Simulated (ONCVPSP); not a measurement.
What one change does to a pseudopotential (manganese, ONCV)

* Element: Mn (Z = 25)
* Generator: ONCVPSP 4.0.1
* Type: optimised norm-conserving Vanderbilt (ONCV)
* Functional: PBE
* Relativity: fully relativistic
* Frozen core: [Ne]
* Valence charge: 15
* Reference configuration: 3s2 3p6 3d5 4s2
* Partial waves: 3s+4s: rc 1.40 bohr, ncon 3, nbas 6, qcut 11.2 1/bohr, 2 projectors; 3p: rc 1.35 bohr, ncon 4, nbas 8, qcut 12.7 1/bohr, 2 projectors, debl 1.4 Ha; 3d: rc 1.60 bohr, ncon 4, nbas 8, qcut 9.1 1/bohr, 2 projectors, debl 3 Ha
* Local potential: polynomial inside 1.15 bohr (lpopt 5, dvloc0 1 Ha)
* Core correction: none

Open shells are filled in proportion to 2j + 1.

In the p channel the program set the typed energies aside and used -1.990, 0.250 Ha (j = l + 1/2; the other j can differ).

All-electron outer shells of the reference configuration (PBE, scalar-relativistic, ld1.x):

```json
{"shell": "2p", "level (eV)": "-630.19", "outermost node (bohr)": "–", "outermost maximum (bohr)": "0.19"}
{"shell": "3s", "level (eV)": "-85.88", "outermost node (bohr)": "0.34", "outermost maximum (bohr)": "0.74"}
{"shell": "3p", "level (eV)": "-54.59", "outermost node (bohr)": "0.31", "outermost maximum (bohr)": "0.75"}
{"shell": "3d", "level (eV)": "-6.77", "outermost node (bohr)": "–", "outermost maximum (bohr)": "0.76"}
{"shell": "4s", "level (eV)": "-5.11", "outermost node (bohr)": "1.05", "outermost maximum (bohr)": "2.51"}
```

Change: p: qcut 14.8.

Cutoffs: the cutoffs (Ha) at which the residual kinetic energy of the hardest occupied pseudo-wave falls to 1 and 0.1 mHa per electron; they do not see the model core or the augmentation charge, which bear on the density cutoff. Errors are all-electron minus pseudo energies relative to the spin-unpolarised reference configuration.

Problem. How do hardness, ghosts and transferability respond?

Solution. The potential gets harder (35 Ha and 40 Ha → 56 Ha and 70 Ha); the bound ghosts move from s to p, s; the errors of the 4 common tests hardly move. The waves are optimised to have the least kinetic energy above qcut, so the cutoff follows it (qcut²/2 in Ha).

```tsv
quantity	base	changed
cutoff, loose	35 Ha	56 Ha
cutoff, tight	40 Ha	70 Ha
loose cutoff by channel	s 32 Ha, p 32 Ha, d 35 Ha	s 32 Ha, p 56 Ha, d 35 Ha
bound ghosts	s	s, p1/2
GHOST(+) flags under 300 eV	none	none
error for 3s2 3p6 3d5 4s1, meV [ΔE 8.42 eV]	+1.6	+1.6
error for 3s2 3p6 3d5 4s0, meV [ΔE 24.02 eV]	+6.8	+7.0
error for 3s2 3p6 3d4 4s0, meV [ΔE 56.53 eV]	+33	+33
error for 3s2 3p6 3d5.5 4s1.5, meV [ΔE -0.48 eV]	+7.4	+7.5
s: phases at 1.42 bohr within 0.05 rad from the reference energy up to (Ha; the scan ends near 5)	to the end of the scan	to the end of the scan
p3/2: phases at 1.37 bohr within 0.05 rad from the reference energy up to (Ha; the scan ends near 5)	to the end of the scan	to the end of the scan
p1/2: phases at 1.37 bohr within 0.05 rad from the reference energy up to (Ha; the scan ends near 5)	to the end of the scan	to the end of the scan
d5/2: phases at 1.63 bohr within 0.05 rad from the reference energy up to (Ha; the scan ends near 5)	to the end of the scan	to the end of the scan
d3/2: phases at 1.63 bohr within 0.05 rad from the reference energy up to (Ha; the scan ends near 5)	to the end of the scan	to the end of the scan
```

 A true bound ghost makes a file unfit for plane-wave use even where its test errors are small: the radial tests pick states by their node count and pass the ghost by.
